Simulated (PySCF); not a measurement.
NbF4, SMILES [F][Nb+]([F])([F])[F], charge +1, multiplicity 1.

Geometry optimised at PBE0-D3(BJ)/def2-SVP. The multiplicity is an assumed one; other spin states were not compared. The isomer is the one that the SMILES or the coordinates give; other isomers of the formula were not compared. The def2 effective core potentials stand for the cores of Nb; spin–orbit coupling is left out.

All values below come from PySCF 2.14.0 with TDDFT-PBE/def2-SVPD.

Vertical excitations; the highest root listed may be one member of a degenerate set. Isolated molecule, no solvent. State labels are in the subgroup D2.

Computed excitation energies, oscillator strengths and character:
```
state  symmetry  energy (eV)  λ (nm)      f                                                                  main pairs
-----  --------  -----------  ------  -----  --------------------------------------------------------------------------
S1           B3         6.91     179  0.000                      HOMO→LUMO, HOMO−3→LUMO+1, HOMO→LUMO+1 (degenerate set)
S2           B1         6.91     179  0.000     HOMO−2→LUMO, HOMO−2→LUMO+1, HOMO−5→LUMO+1, HOMO−5→LUMO (degenerate set)
S3           B2         6.91     179  0.000                                 HOMO−1→LUMO+1, HOMO−4→LUMO (degenerate set)
S4           B2         7.04     176  0.000                                 HOMO−4→LUMO, HOMO−1→LUMO+1 (degenerate set)
S5           B1         7.04     176  0.000     HOMO−5→LUMO+1, HOMO−5→LUMO, HOMO−2→LUMO, HOMO−2→LUMO+1 (degenerate set)
S6           B3         7.04     176  0.000                      HOMO−3→LUMO+1, HOMO→LUMO, HOMO−3→LUMO (degenerate set)
S7           B2         7.05     176  0.002                                 HOMO−4→LUMO+1, HOMO−1→LUMO (degenerate set)
S8           B3         7.05     176  0.002         HOMO−3→LUMO, HOMO→LUMO+1, HOMO−3→LUMO+1, HOMO→LUMO (degenerate set)
S9           B1         7.05     176  0.002     HOMO−5→LUMO, HOMO−2→LUMO+1, HOMO−5→LUMO+1, HOMO−2→LUMO (degenerate set)
S10          B1         7.61     163  0.027  HOMO−2→LUMO+1 28 %, HOMO−5→LUMO 26 %, HOMO−2→LUMO 14 %, HOMO−5→LUMO+1 12 %
T1           B1         6.57     189      0                    HOMO−2→LUMO+1, HOMO−2→LUMO, HOMO−5→LUMO (degenerate set)
T2           B3         6.57     189      0                        HOMO→LUMO+1, HOMO−3→LUMO, HOMO→LUMO (degenerate set)
T3           B2         6.57     189      0                                 HOMO−1→LUMO, HOMO−4→LUMO+1 (degenerate set)
T4           B3         6.71     185      0                      HOMO−3→LUMO 64 %, HOMO→LUMO+1 18 %, HOMO−3→LUMO+1 14 %
```
Triplets are in the Tamm–Dancoff approximation, which puts them higher than full response would, so one can lie above its singlet here.
